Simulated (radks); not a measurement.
Q: The table gives one normalised radial function P(r) = r R(r) of Cr in [Ar] 3d5 4s1 (r in bohr). Method: non-relativistic Kohn-Sham, Tao-Mo meta-GGA, spin-polarised, spherical densities, point nucleus; open shells are filled with parallel spins first; meta-GGA in the generalised Kohn-Sham scheme; computed with a radial shooting solver on a logarithmic mesh with Libxc functionals.

r,P
0.003214,0.0186
0.004252,0.0240
0.005671,0.0309
0.007564,0.0393
0.01001,0.0489
0.01335,0.0598
0.0178,0.0708
0.02374,0.0801
0.03142,0.0844
0.0419,0.0795
0.05589,0.0601
0.07395,0.0231
0.09863,-0.0330
0.1315,-0.0965
0.1755,-0.1428
0.2321,-0.1391
0.3096,-0.0612
0.413,0.0790
0.5464,0.2109
0.7288,0.2450
0.972,0.1194
1.296,-0.1275
1.715,-0.3841
2.288,-0.5614
3.051,-0.5838
4.037,-0.4619
5.385,-0.2735
7.182,-0.1165
9.579,-0.0333
12.67,-0.0061
16.91,-0.0006

Which n and l does it have? It may be an empty orbital.

A: n = 4, l = 0: the number of nodes gives n - l - 1 = 3, the rise at small r (about r^(l+1)) gives l, and the extent must fit the shell. The curve is that of 4s up; the table hardly tells the two spins apart. 4s up: eigenvalue -4.335 eV, 3 radial nodes at r = 0.0841, 0.355, 1.13 bohr, <r> = 3.37 bohr, 90 % of the charge inside 5.13 bohr.
